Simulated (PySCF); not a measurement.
Assigning NMR signals

Numbering as in the mapped SMILES `[CH3:1][CH2:2][N:3]([CH3:4])[c:5]1[cH:6][cH:7][cH:8][cH:9][cH:10]1`. Each H is labelled by its parent atom.

[PySCF 2.14: σ from GIAO-PBE0/pcSseg-1; geometry: PBE0-D3(BJ)/def2-SVP; a single conformation; rapidly exchanging positions averaged; no solvent model; no relativistic terms]

Referencing at the same level of theory: $^{13}$C (σref 184.41), $^{1}$H (σref 31.27) against TMS.

Q: Assign these signals to the numbered atoms. $^{13}$C{$^{1}$H} NMR (computed): δ 150.2, 135.0, 120.0, 114.1, 47.9, 38.7, 10.8.

A: 
| δ (ppm) | atoms | environment | reason |
| --- | --- | --- | --- |
| 150.2 | C5 | aromatic carbon bearing nitrogen | an ipso carbon deshielded by its heteroatom |
| 135.0 | C7/C9 | aromatic CH | the aromatic region |
| 120.0 | C8 | aromatic CH | – |
| 114.1 | C6/C10 | aromatic CH | – |
| 47.9 | C2 | sp3 CH2 bonded to N | the inductive effect lowers its shielding |
| 38.7 | C4 | methyl carbon bonded to N | pulled downfield by the heteroatom |
| 10.8 | C1 | methyl carbon | a saturated carbon with 1 carbon neighbour and no heteroatom attached |

Q: Assign these signals to the numbered atoms. $^{1}$H NMR (400 MHz, computed): δ 7.30 (m, 2H), 6.75 (t, 1H), 6.52 (d, 2H), 3.32 (q, 2H), 2.87 (s, 3H), 1.02 (t, 3H).

A: 
| δ (ppm) | atoms | environment | reason |
| --- | --- | --- | --- |
| 7.30 | H(C7)/H(C9) | hydrogen on an aromatic CH | aromatic region |
| 6.75 | H(C8) | hydrogen on an aromatic CH | – |
| 6.52 | H(C6)/H(C10) | hydrogen on an aromatic CH | – |
| 3.32 | H(C2) | hydrogen on an sp3 CH2 bonded to N | its carbon carries N, hence the downfield position |
| 2.87 | H(C4) | hydrogen on a methyl carbon bonded to N | its carbon carries N, an electronegative neighbour |
| 1.02 | H(C1) | hydrogen on a methyl carbon | – |

Shifts are as computed. Against solution values, carbons near 30 ppm lie about +2 ppm off and those near 130 ppm about +5 ppm. Of 1211 compounds with measured shifts, 218 miss one by over three times the rms of a fit or turn the order of signals round; such compounds aren't used in these exercises. No couplings were computed; multiplicities are counted from neighbouring protons, with m where these are inequivalent, close in shift, in a saturated or five-membered ring or joined by F or P, and br s for small geminal =CH2 splittings.
